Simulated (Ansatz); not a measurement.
Cost and result for the atomization energy of C₂H₅NSSi, SMILES `[SiH3]SC1=CN1` (10 atoms, 10 bonds).

```xyz
10

Si   -0.937    0.091    1.623
S    -1.495   -0.578   -0.355
C     0.037   -0.369   -1.064
C     0.999   -0.554   -1.881
N     1.290    0.379   -0.729
H     0.063   -0.812    2.234
H    -0.442    1.485    1.572
H    -2.222    0.017    2.362
H     1.528   -1.001   -2.699
H     1.179    1.341   -1.065
```

Charge 0, multiplicity 1. The geometry is a stationary point of PBE0-D4/def2-TZVP. It is one conformer, not always the lowest. Program: Ansatz. All runs use 4 threads of an Arm Neoverse V2 on a shared host. Times are those of one run each, without the atoms' runs, and a repeat can differ threefold. Electronic energies, without spin–orbit coupling; frozen cores. CCSD(T)/CBS adds CCSD(T) − MP2 in def2-TZVPP to the MP2 limit, and its time is that of the two runs behind it. T1 = 0.013; the RHF reference is unstable towards UHF. B3LYP takes the VWN-RPA correlation (the form of Gaussian; ORCA's B3LYP/G).

CCSD(T)/CBS is a level of theory with its own doubt, some kJ/mol a heavy atom from the limit and from the frozen cores, so smaller differences don't rank the functionals.

| level | functions | wall time | atomization (kJ/mol) | difference from CCSD(T)/CBS | per bond |
| --- | --- | --- | --- | --- | --- |
| PBE-D4/def2-TZVPP (with forces) | 247 | 2.1 s | 3563.6 | 128.6 | 12.9 |
| PBE0-D4/def2-TZVPP | 247 | 2.3 s | 3467.8 | 32.8 | 3.3 |
| B3LYP-D4/def2-TZVPP (with forces) | 247 | 3.7 s | 3444.8 | 9.8 | 1.0 |
| r2SCAN-D4/def2-TZVPP (with forces) | 247 | 3.9 s | 3452.6 | 17.6 | 1.8 |
| B2PLYP/def2-TZVPP | 247 | 4.5 s | 3394.5 | -40.5 | -4.0 |
| ωB97X-V/def2-TZVPP | 247 | 6.5 s | 3466.1 | 31.1 | 3.1 |
| ωB97M-V/def2-TZVPP (with forces) | 247 | 9 s | 3461.1 | 26.1 | 2.6 |
| MP2/def2-QZVPP | 461 | 18 s | 3461.1 | 26.1 | 2.6 |
| CCSD(T)/def2-TZVPP | 247 | 87 s | 3317.7 | -117.3 | -11.7 |
| CCSD(T)/CBS(def2) | – | 100 s | 3435.0 | 0.0 | 0.0 |

In def2-TZVPP, CCSD(T) changes the Hartree–Fock value by +1033.7 kJ/mol (the triples alone add +78.4 kJ/mol) and MP2 by +1107.7 kJ/mol; breaking electron pairs costs correlation energy, which Hartree–Fock lacks. From PBE to PBE0 (25 % exact exchange), in def2-TZVPP and without D4, the atomization energy moves by −92.0 kJ/mol: exact exchange takes away binding that semilocal exchange gives to molecules. The D4 term adds +40.9 kJ/mol with B3LYP and +21.4 kJ/mol with PBE0; it sums over pairs of atoms, weighted by their polarisabilities, and B3LYP, whose exchange is more repulsive, gets the larger term.
